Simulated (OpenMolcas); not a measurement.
# What dynamic correlation does to the levels of Co7+

```
Program             : OpenMolcas
Basis               : ANO-RCC-VTZP [6s5p3d2f1g]
Scalar Hamiltonian  : DKH2, point nucleus
Active space        : 2 electrons in 5 orbitals (3d)
State averaging     : 2S+1 = 3 even, 10 roots; 2S+1 = 1 even, 15 roots kept (CI in the orbitals of an earlier block)
Spin-orbit coupling : state interaction with AMFI integrals over the reference wave functions, term energies averaged over their components
```

Methods on the same reference wave functions:
A. CASSCF
B. SS-CASPT2, IPEA 0.25 Eh, imaginary shift 0.1 Eh (closed shells correlated: 3s 3p)

Energies in cm-1 above 3d2 3F2, the measured ground level; measured values from Sugar and Corliss, J. Phys. Chem. Ref. Data 10, 1097 (1981).

| Level | A | B | Measured |
| --- | --- | --- | --- |
| 3d2 3F2 | 0.0 | 0.0 | 0.0 |
| 3d2 3F3 | 1370 | 1383 | 1430 |
| 3d2 3F4 | 3071 | 3080 | 3144 |
| 3d2 1D2 | 23133 | 19700 | 19624 |
| 3d2 3P0 | 26485 | 22910 | 22304 |
| 3d2 3P1 | 26992 | 23420 | 22839 |
| 3d2 3P2 | 28183 | 24620 | 24055 |
| 3d2 1G4 | 35367 | 33120 | 32360 |
| 3d2 1S0 | 85114 | 76960 | 74247 |

Deviations, from unrounded energies. A percentage is the sum of absolute deviations over the sum of measured energies, with the sign that they share, or ± where signs differ.

```csv
Against measurement,Levels,A,B
mean absolute deviation (cm-1),8,3700,680
fine structure of the ground term (%),2,-2.9,-2.4
other terms of the ground configuration (%),6,+15.3,+2.7
```

B lies closest to measurement on these levels. The largest miss of B in the table is 3d2 1S0, by +2700 cm-1. The ranking rests on the paired levels alone, and a cruder setting can come out closer through cancelling errors.

From A to B the spin-free energies of the other terms of 3d2 shown, above 3F, scale by factors of 0.84 to 0.93, as is usual when dynamic correlation screens the repulsion within a d or f shell.

The lowest spin-free term lies below A's lowest term by 0.261 hartree in B.

CASPT2 does not keep the components of a term degenerate, so their means are used; among the terms shown or strongly mixed into the levels shown the widest spread is 760 cm-1 (3d2 3F, B). Terms from blocks run as CI alone lack orbitals of their own. Without dynamic correlation excited terms often stand tens of per cent too high (terms of higher spin than the ground term too low), and those without a measured partner can miss by more than the paired ones (holds for A). Computed and measured levels are paired by configuration, term and J; levels that our copy of the source lacks, or whose pairing is in doubt (as where it misses far off the trend of its configuration), stay unpaired and out of the deviations. Levels of configurations outside the active space are missing.
